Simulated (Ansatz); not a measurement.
`C[Si](F)(S)Br`. Charge 0, multiplicity 1.

```xyz
9

C    -0.606    0.513   -0.896
Si    0.198   -0.638    0.300
F    -0.951   -1.317    1.170
S     1.633    0.264    1.568
Br    1.284   -2.249   -0.748
H    -1.324   -0.031   -1.514
H    -1.138    1.303   -0.360
H     0.142    0.972   -1.543
H     0.762    1.184    2.023
```

What are the harmonic wavenumbers in cm⁻¹ at PBE0-D4/def2-TZVP (Ansatz, finite differences of forces, unscaled)? (Estimate.)

Ansatz gave: 130, 136, 162, 194, 215, 231, 273, 406, 535, 709, 764, 801, 813, 912, 1282, 1439, 1442, 2694, 3056, 3142, 3158.

Is this a minimum?

Yes, all 21 modes are real.

Give the ideal-gas thermochemistry at 298.15 K and 1 bar (rigid rotor, harmonic oscillator; point group C1, symmetry number 1).

Zero-point energy 134.5 kJ/mol; H(298) − E = 157.5 kJ/mol; entropy 372.2 J/(mol·K), of which translation 173.3, rotation 121.0, vibration 77.9; G(298) − E = 46.5 kJ/mol.
